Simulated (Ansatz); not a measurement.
Two shapes of singlet CuNH₃(+).

Shape 1:

```xyz
5

N     0.0000    0.0000   -1.4161
H     0.9449    0.0000   -1.8120
H    -0.4725    0.8183   -1.8120
H    -0.4725   -0.8183   -1.8120
Cu    0.0000    0.0000    0.5293
```

Shape 2:

```xyz
5

N     0.0000    0.0000   -1.5294
H     1.0205    0.0000   -1.9570
H    -0.5103    0.8838   -1.9570
H    -0.5103   -0.8838   -1.9570
Cu    0.0000    0.0000    0.5716
```

Basis set: cc-pVTZ (spherical functions). Frozen core: 6 orbitals. Charge 1, multiplicity 1.

Computed with Ansatz (development build ahead of 0.2.0); each method stands on the lowest determinant of its kind that the runs found.

**Question.** Which shape is lower in energy, and by how much in each method?

**Answer.**

| method | E(2) − E(1) (eV) |
| --- | --- |
| RHF | 0.533 |
| RHF-MP2 | 0.582 |

Shape 1 is lower.
